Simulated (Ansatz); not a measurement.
Compare A (`[CH3][GeH]([NH2])[SH]`) with its isomer B (`SC[NH][GeH3]`).

Calculated with Ansatz (gas phase, PBE0-D4/def2-TZVP geometries, no zero-point term in ΔE). CBS: MP2 limit from def2 TZ/QZ plus the TZ coupled-cluster correction, frozen cores. Functionals use def2-TZVPP. For Ge outer-core shells are correlated without core-valence functions, which leaves a few kJ/mol of doubt a bond. Scalar relativity is left out up to krypton. One conformer a species, not always the lowest.

A:

Z-matrix (Å, degrees):
```
C
Ge 1 1.942
H 1 1.090 2 109.3
H 1 1.092 2 110.5 3 -120.1
H 1 1.090 2 110.2 3 119.8
N 2 1.834 1 107.2 3 55.5
S 2 2.230 1 112.6 3 -57.3
H 2 1.549 1 111.4 3 -177.0
H 6 1.010 2 114.8 1 178.8
H 6 1.011 2 115.0 1 50.7
H 7 1.342 2 93.9 1 -100.2
```

B:

```xyz
11

S     2.136   -0.373    0.884
C     0.831   -0.990   -0.262
N     0.020   -0.022   -0.927
Ge   -1.334    0.831   -0.010
H     1.310    0.090    1.835
H     0.198   -1.684    0.293
H     1.402   -1.579   -0.984
H     0.572    0.598   -1.504
H    -0.834    1.715    1.155
H    -2.228   -0.283    0.556
H    -2.075    1.697   -1.035
```

Problem. Which is lower in electronic energy at CCSD(T)/CBS, and by how much? (Best estimate.)

Solution. Ansatz gave: A, by 40.7 kcal/mol.

Problem. Give E(B) − E(A) in kcal/mol with HF/def2-TZVPP, MP2/def2-TZVPP, B2PLYP, CCSD(T)/def2-TZVPP, PBE-D4, r2SCAN-D4, PBE0-D4. (Best estimate.)

Solution. Computed: HF/def2-TZVPP 40.7, MP2/def2-TZVPP 42.5, B2PLYP 40.2, CCSD(T)/def2-TZVPP 40.7, PBE-D4 38.0, r2SCAN-D4 40.2, PBE0-D4 39.5. None reverses the order clearly.

Largest T1 diagnostic: 0.011.

From PBE to PBE0 (25 % exact exchange), in def2-TZVPP and without D4, E(B) − E(A) moves by +1.5 kcal/mol.
